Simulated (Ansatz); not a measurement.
Program: Ansatz. Geometries: PBE0-D4/def2-TZVP. ΔE: electronic, gas phase. CBS: MP2 limit from def2 TZ/QZ plus the TZ coupled-cluster correction, frozen cores. Functionals use def2-TZVPP. One conformer a species, not always the lowest.

`O[SiH2]S[SiH](O)O` + `O[SiH2]S` → `O[SiH2]O[SiH2]S` + `O[SiH](O)S`  (ligand exchange at the Si–S bond)

CCSD(T)/CBS gives -0.50 eV.

(1) Another level gave -0.52 eV. Which?
A. ωB97M-V/def2-TZVPP
B. PBE/def2-TZVPP
C. HF/def2-TZVPP
D. CCSD(T)/def2-TZVPP

Largest T1 diagnostic among the species: 0.012.

Results:

(1) D. CCSD(T)/def2-TZVPP -0.52, ωB97M-V -0.48, PBE -0.34, HF/def2-TZVPP -0.75 eV.

In def2-TZVPP, CCSD(T) changes the Hartree–Fock value by +0.22 eV (the triples alone add +0.05 eV) and MP2 by +0.26 eV. From PBE to PBE0 (25 % exact exchange), in def2-TZVPP and without D4, ΔE moves by −0.05 eV.
